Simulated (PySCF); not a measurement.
C3F5, SMILES F[C]=C(F)C(F)(F)F, multiplicity 2. Atoms are numbered in the order given.

```xyz
8

F     -0.4342    -2.7979     0.0000
C     -0.6049    -1.5090     0.0000
C      0.2770    -0.5052     0.0000
F      1.6119    -0.6860     0.0000
C     -0.1538     0.9394     0.0000
F      0.3207     1.5847    -1.0875
F     -1.4981     1.0310     0.0000
F      0.3207     1.5847     1.0875
```
Charge 0, spin multiplicity 2.

Coordinates come from a PBE-D3(BJ)/def2-SVP optimisation. The isomer is the one that the SMILES or the coordinates give; other isomers of the formula were not compared.

The numbers are results of r2SCAN/def2-TZVP run with PySCF, not measurements.

Atomic charges (e):

```csv
atom,Löwdin,Mulliken,meta-Löwdin,Mulliken spin
F1,0.28,-0.10,-0.15,0.10
C2,-0.14,0.14,0.24,0.98
C3,-0.32,0.12,0.15,-0.12
F4,0.21,-0.17,-0.23,0.03
C5,-0.64,0.49,0.78,0.01
F6,0.20,-0.16,-0.26,0.00
F7,0.21,-0.16,-0.26,0.00
F8,0.20,-0.16,-0.26,0.00
```

### Question
Give the Mayer and Wiberg (Löwdin basis) orders of the bonds. (The exact figures need the calculation; the answer reports its results.)

### Answer

```
bond   Mayer  Wiberg
-----  -----  ------
F1–C2   1.14    1.97
C2–C3   1.74    2.05
C3–F4   1.04    1.72
C3–C5   1.00    1.10
C5–F6   1.12    1.75
C5–F7   1.12    1.74
C5–F8   1.12    1.75
```
